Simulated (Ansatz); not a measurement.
`[SiH3]C1(S)CO1` + HBr → `[SiH3]Br` + `SC1CO1` at 500 K and 1 bar (ligand exchange at the Si–C bond).

Calculated with Ansatz (gas phase, PBE0-D4/def2-TZVP geometries, no zero-point term in ΔE). CBS: MP2 limit from def2 TZ/QZ plus the TZ coupled-cluster correction, frozen cores. For Br outer-core shells are correlated without core-valence functions, which leaves a few kJ/mol of doubt a bond. Scalar relativity is left out up to krypton. One conformer a species, not always the lowest.

| species | CCSD(T)/CBS energy (Eh) | H − E (kJ/mol) | S (J/(mol·K)) |
| --- | --- | --- | --- |
| `[SiH3]C1(S)CO1` | -841.67702 | 235.4 | 413.7 |
| HBr | -2573.91920 | 30.5 | 213.7 |
| `[SiH3]Br` | -2864.23411 | 91.6 | 294.2 |
| `SC1CO1` | -551.40011 | 181.8 | 332.9 |

H − E and S are ideal-gas, rigid-rotor, harmonic terms from PBE0-D4/def2-TZVP, for one conformer and one mirror image of each species. 1 Eh = 2625.50 kJ/mol, R = 8.31446 J/(mol·K).

By hand: ΔE, ΔH, ΔS and ΔG.

ΔE = (-2864.23411) + (-551.40011) − (-841.67702) − (-2573.91920) = -0.03800 Eh = -99.8 kJ/mol. Δ(H − E) = 91.6 + 181.8 − 235.4 − 30.5 = 7.5, so ΔH = -92.3 kJ/mol. ΔS = 294.2 + 332.9 − 413.7 − 213.7 = -0.3 J/(mol·K). ΔG = -92.3 − 500 × (-0.3)/1000 = -92.1 kJ/mol.

By hand: the equilibrium constant, and the temperature at which ΔG would vanish if ΔH and ΔS stayed fixed.

log₁₀ K = −ΔG/(RT ln 10) = 9.6. ΔG = 0 at ΔH/ΔS = 307667 K, far beyond where these terms or the molecules hold.

The number of gas molecules stays the same, so ΔS is small and ΔH decides. A doubt of 5 kJ/mol in ΔE shifts log₁₀ K by 0.5 here. Other conformers and mirror images would add mixing entropy, several J/(mol·K) or more a flexible species. These are equilibria of isolated gas molecules and say nothing of rates. Largest T1 diagnostic: 0.013 (customary marks: 0.02 for closed shells, 0.045 for open ones).
